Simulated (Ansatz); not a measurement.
Computed with Ansatz on PBE0-D4/def2-TZVP structures; ΔE is electronic, products minus reactants. CBS: MP2 limit from def2 TZ/QZ plus the TZ coupled-cluster correction, frozen cores. Functionals use def2-TZVPP. B3LYP here is the variant with VWN-RPA as its local correlation; programs differ in this. For Br outer-core shells are correlated without core-valence functions, which leaves a few kJ/mol of doubt a bond. Scalar relativity is left out up to krypton. One conformer a species, not always the lowest.

Reaction (substitution at a C–O bond): `CO[SiH](N)Br` + `O[SiH2]B(O)F` → `CO[SiH2]B(O)F` + `N[SiH](O)Br`

```
             level  ΔE (kJ/mol)  difference from CCSD(T)/CBS
            PBE-D4        -11.8                         -1.8
         r2SCAN-D4        -12.1                         -2.1
           PBE0-D4        -11.0                         -1.0
          B3LYP-D4         -9.6                          0.4
           ωB97X-V        -10.0                          0.0
           ωB97M-V        -10.6                         -0.6
            B2PLYP        -10.2                         -0.2
               PBE        -12.2                         -2.2
            r2SCAN        -12.2                         -2.2
              PBE0        -11.5                         -1.5
             B3LYP        -10.3                         -0.3
     HF/def2-TZVPP         -6.9                          3.1
    MP2/def2-TZVPP        -10.0                          0.0
SCS-MP2/def2-TZVPP         -9.5                          0.5
   CCSD/def2-TZVPP         -9.5                          0.5
CCSD(T)/def2-TZVPP        -10.1                         -0.1
     HF/def2-QZVPP         -6.9                          3.1
    MP2/def2-QZVPP        -10.0                          0.0
SCS-MP2/def2-QZVPP         -9.5                          0.5
      HF/CBS(def2)         -6.9                          3.1
     MP2/CBS(def2)        -10.0                          0.0
    CCSD/CBS(def2)         -9.5                          0.5
       CCSD(T)/CBS        -10.0                            0
```

Largest T1 diagnostic among the species: 0.013.

In def2-TZVPP, CCSD(T) changes the Hartree–Fock value by −3.2 kJ/mol (the triples alone add −0.5 kJ/mol) and MP2 by −3.1 kJ/mol.
